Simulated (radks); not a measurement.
Results of a calculation; reference values are marked as such.
All-electron atom: Ag II in [Kr] 4d9 4f1 (not the ground configuration). Code: a radial shooting solver on a logarithmic mesh with Libxc functionals. Model: Dirac Kohn-Sham, PBEsol, spin-unpolarised, spherical densities, point nucleus; open shells are shared between the two j in proportion to 2j + 1. Some entries of the table are withheld. Estimate them.

orbital,occ.,eigenvalue (eV),<1/r> (bohr^-1),<r^2> (bohr^2)
1s1/2,2,-25320.72,49.42,0.001309
2s1/2,2,-3743.824,11.38,0.02142
2p1/2,2,-3480.978,11.37,(1)
2p3/2,4,-3305.801,10.68,(2)
3s1/2,2,-701.8523,3.981,(3)
3p1/2,2,-597.3021,3.887,0.1509
3p3/2,4,-566.3837,3.720,0.1600
3d3/2,4,-381.1448,3.557,0.1410
3d5/2,6,-374.9159,3.514,0.1437
4s1/2,2,-113.9446,(4),0.9381
4p1/2,2,-80.9379,1.404,1.088
4p3/2,4,-75.7822,1.351,1.158
4d3/2,3.6,-25.7672,(5),2.024
4d5/2,5.4,-25.1484,(6),2.077
4f5/2,0.428571,(7),(8),84.73
4f7/2,0.571429,(9),(10),84.73

Answer. 
(1) 2p1/2 <r^2> (bohr^2): 0.01600
(2) 2p3/2 <r^2> (bohr^2): 0.01733
(3) 3s1/2 <r^2> (bohr^2): 0.1555
(4) 4s1/2 <1/r> (bohr^-1): 1.525
(5) 4d3/2 <1/r> (bohr^-1): 1.032
(6) 4d5/2 <1/r> (bohr^-1): 1.018
(7) 4f5/2 eigenvalue (eV): -2.4687
(8) 4f5/2 <1/r> (bohr^-1): 0.1293
(9) 4f7/2 eigenvalue (eV): -2.4686
(10) 4f7/2 <1/r> (bohr^-1): 0.1293
